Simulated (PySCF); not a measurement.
**EPR parameters of C7H10F**

C₇H₁₀F (doublet state).
Atom-mapped SMILES: `[F:1][C:2]1([CH:3]2[CH2:4][CH:5][CH2:6]2)[CH2:7][CH2:8]1` (hydrogens: H9 on C3; H10, H11 on C4; H12 on C5; H13, H14 on C6; H15, H16 on C7; H17, H18 on C8)

Structure used (GFN2-xTB), in Å, numbered top down from 1:
```
atom  x, y, z in Å
F1     0.619   -1.140   -1.296
C2     0.860   -0.212   -0.307
C3    -0.408    0.267    0.341
C4    -1.510    0.780   -0.617
C5    -2.425   -0.227   -0.029
C6    -1.381   -0.834    0.830
C7     2.024    0.696   -0.552
C8     2.128   -0.413    0.462
H9    -0.150    0.986    1.120
H10   -1.792    1.830   -0.493
H11   -1.276    0.626   -1.677
H12   -3.424   -0.524   -0.272
H13   -1.078   -1.846    0.543
H14   -1.579   -0.844    1.907
H15    1.956    1.716   -0.208
H16    2.562    0.576   -1.480
H17    2.734   -1.269    0.207
H18    2.131   -0.164    1.511
```

The hyperfine couplings belong to this conformer and change with its torsions.

Theory: PySCF, UKS B3LYP, pcH-1 on C F H, non-relativistic, mean-field spin-orbit, GIAO. The structure is a single GFN2-xTB conformer in the gas phase; no vibrational or solvent corrections. The geometry wasn't refined by DFT: couplings that depend on bond lengths, twists or pyramidal angles can differ widely from those at the functional's own minimum. No stability test was run, so a lower SCF solution isn't excluded.

| Item | Value |
| --- | --- |
| g1, g2, g3 | 2.00216, 2.00287, 2.00297 |
| g_iso | 2.00267 |
| Form of g | close to axial: the two nearest values differ by 12 % of g3 − g1 |
| ⟨S²⟩ | 0.7542 (exact 0.7500) |
| α and β electrons | 31, 30 |
| HOMO–LUMO gap, α and β orbitals | 6.13, 6.20 eV |
| Basis functions | 300 |

Hyperfine couplings atom by atom, in 10⁻⁴ cm⁻¹; T1 to T3 are the principal values of the dipolar part; ρ(0) is the spin density at the nucleus (1 × 10⁻⁴ cm⁻¹ = 2.998 MHz):

```json
{"atom": "F1", "isotope": "19F", "a_iso": "1.5", "T1": "-0.7", "T2": "-0.6", "T3": "1.3", "Mulliken spin population": "0.00", "ρ(0) (bohr⁻³)": "0.0011"}
{"atom": "C2", "isotope": "13C", "a_iso": "-0.9", "T1": "-0.2", "T2": "-0.1", "T3": "0.2", "Mulliken spin population": "0.00", "ρ(0) (bohr⁻³)": "-0.0024"}
{"atom": "C3", "isotope": "13C", "a_iso": "1.6", "T1": "-0.5", "T2": "-0.4", "T3": "0.9", "Mulliken spin population": "0.01", "ρ(0) (bohr⁻³)": "0.0043"}
{"atom": "C4", "isotope": "13C", "a_iso": "-11.9", "T1": "-0.9", "T2": "0.1", "T3": "0.8", "Mulliken spin population": "-0.09", "ρ(0) (bohr⁻³)": "-0.0318"}
{"atom": "C5", "isotope": "13C", "a_iso": "33.4", "T1": "-27.1", "T2": "-26.6", "T3": "53.7", "Mulliken spin population": "1.01", "ρ(0) (bohr⁻³)": "0.0890"}
{"atom": "C6", "isotope": "13C", "a_iso": "-11.9", "T1": "-0.9", "T2": "0.1", "T3": "0.8", "Mulliken spin population": "-0.09", "ρ(0) (bohr⁻³)": "-0.0318"}
{"atom": "C7", "isotope": "13C", "a_iso": "0.0", "T1": "-0.1", "T2": "-0.1", "T3": "0.1", "Mulliken spin population": "0.00", "ρ(0) (bohr⁻³)": "0.0000"}
{"atom": "C8", "isotope": "13C", "a_iso": "0.0", "T1": "-0.1", "T2": "-0.1", "T3": "0.1", "Mulliken spin population": "0.00", "ρ(0) (bohr⁻³)": "0.0000"}
{"atom": "H9", "isotope": "1H", "a_iso": "-1.3", "T1": "-0.9", "T2": "-0.8", "T3": "1.8", "Mulliken spin population": "0.00", "ρ(0) (bohr⁻³)": "-0.0009"}
{"atom": "H10", "isotope": "1H", "a_iso": "37.0", "T1": "-1.5", "T2": "-1.4", "T3": "2.9", "Mulliken spin population": "0.05", "ρ(0) (bohr⁻³)": "0.0248"}
{"atom": "H11", "isotope": "1H", "a_iso": "41.9", "T1": "-1.6", "T2": "-1.1", "T3": "2.7", "Mulliken spin population": "0.05", "ρ(0) (bohr⁻³)": "0.0281"}
{"atom": "H12", "isotope": "1H", "a_iso": "-20.2", "T1": "-12.8", "T2": "-0.1", "T3": "12.9", "Mulliken spin population": "-0.04", "ρ(0) (bohr⁻³)": "-0.0136"}
{"atom": "H13", "isotope": "1H", "a_iso": "41.9", "T1": "-1.5", "T2": "-1.1", "T3": "2.7", "Mulliken spin population": "0.05", "ρ(0) (bohr⁻³)": "0.0281"}
{"atom": "H14", "isotope": "1H", "a_iso": "37.0", "T1": "-1.5", "T2": "-1.4", "T3": "2.9", "Mulliken spin population": "0.05", "ρ(0) (bohr⁻³)": "0.0248"}
{"atom": "H15", "isotope": "1H", "a_iso": "0.0", "T1": "-0.2", "T2": "-0.2", "T3": "0.4", "Mulliken spin population": "0.00", "ρ(0) (bohr⁻³)": "0.0000"}
{"atom": "H16", "isotope": "1H", "a_iso": "0.0", "T1": "-0.2", "T2": "-0.2", "T3": "0.4", "Mulliken spin population": "0.00", "ρ(0) (bohr⁻³)": "0.0000"}
{"atom": "H17", "isotope": "1H", "a_iso": "0.0", "T1": "-0.2", "T2": "-0.2", "T3": "0.3", "Mulliken spin population": "0.00", "ρ(0) (bohr⁻³)": "0.0000"}
{"atom": "H18", "isotope": "1H", "a_iso": "0.0", "T1": "-0.2", "T2": "-0.2", "T3": "0.4", "Mulliken spin population": "0.00", "ρ(0) (bohr⁻³)": "0.0000"}
```

The largest Mulliken spin populations are on C5 (+1.01), C6 (-0.09) and C4 (-0.09). No atom but C5 exceeds +0.15. The positive populations add up to 1.22 and the negative ones to -0.22, together 2S = 1. The angles at C5 add up to 359.1°, so it is planar; its axial dipolar tensor and the negative coupling of its proton fit spin in a p orbital normal to that plane.

Axes: g3 points within 4° of the C5–H12 bond.

Under fast tumbling the dipolar parts average out, and these isotropic splittings remain: 2 × 1H (H11/H13, I = 1/2, 3 lines) with 4.48 mT, 2 × 1H (H10/H14, I = 1/2, 3 lines) with 3.96 mT, 1 × 1H (H12, I = 1/2, 2 lines) with 2.17 mT, 1 × 19F (F1, I = 1/2, 2 lines) with 0.16 mT and 1 × 1H (H9, I = 1/2, 2 lines) with 0.14 mT.

Nuclei that the bonding pattern makes equivalent are averaged, as if the motion that swaps them (rotation, inversion, ring flip) were fast.

The 13C coupling of C5 (100.1 MHz) shows only in satellite lines or after enrichment, since that isotope makes up about 1.07 % of natural carbon.

Time: 3.4 min (with the writing of density and orbital grids); peak memory 0.97 GiB. Hardware: one thread, Intel Xeon at 2.50 GHz (x86_64), on a shared host.
